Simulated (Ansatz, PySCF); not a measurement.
Donor–acceptor adduct: BH3 (SMILES B) (first 4 atoms) with PH3 (SMILES P); geometry from B3LYP-D3(BJ)/def2-TZVP, rigid monomers moved along the line of their centres of mass till B1···P5 is 2.70 Å.
(charge 0, multiplicity 1):
```xyz
8

B     -0.03035    -0.07736     0.67211
H      1.09673    -0.42107     0.41766
H     -0.84164    -0.96881     0.65524
H     -0.38373     0.93204     0.11589
P      0.08827     0.63286     3.27597
H     -1.09175     1.09067     3.88907
H      0.47923    -0.34435     4.20878
H      0.96432     1.67228     3.63663
```

Quantity: the interaction energy.

Interaction energies are E(AB) − E(A) − E(B) at the monomers' geometry in the complex; basis-set methods are counterpoise corrected.

Correlated levels freeze the cores. CBS: X⁻³ extrapolation of the correlation energy, Hartree–Fock from the larger set.

Run with Ansatz (Gaussian basis) for Hartree–Fock, density functionals and correlated methods; PySCF for the dispersion terms. Values without a source in brackets are computed.

Costs are ratios of core time to PBE/def2-TZVPPD (roughly 4 s), for whole runs (searches for the state included, and forces where a run took them) on one shared machine, so rough; each difference counts from -68.1 kJ/mol (CCSD(T)/CBS(aug-cc-pV(D+d)Z, aug-cc-pV(T+d)Z), a level with limits of its own).

A star marks coupled-cluster runs past 200 virtual orbitals, where the program's memory plan changes under this machine's limit, so their costs aren't comparable with smaller runs.

| level | basis functions | cost | difference (kJ/mol) |
|---|---|---|---|
| PBE/def2-TZVPPD | 187 | ×1 | -13.6 |
| PBE-D3(BJ)/def2-TZVPPD | 187 | ×1 | -18.2 |
| B3LYP/def2-TZVPPD | 187 | ×2 | 1.4 |
| B3LYP-D3(BJ)/def2-TZVPPD | 187 | ×2 | -6.8 |
| PBE0/def2-TZVPPD | 187 | ×2 | -9.1 |
| PBE0-D3(BJ)/def2-TZVPPD | 187 | ×2 | -13.5 |
| r2SCAN/def2-TZVPPD | 187 | ×2 | -11.6 |
| r2SCAN-D3(BJ)/def2-TZVPPD | 187 | ×2 | -13.1 |
| wB97X-V/def2-TZVPPD | 187 | ×3 | -4.3 |
| wB97M-V/def2-TZVPPD | 187 | ×3 | -3.5 |
| CCSD(T)/aug-cc-pV(D+d)Z | 109 | ×4 | 5.6 |
| CCSD(T)/aug-cc-pV(T+d)Z | 239 | ×50* | 1.4 |

The cheapest listed level whose difference stays within 1.0 kJ/mol: none of those listed.

Ansatz is a program for electronic structure.
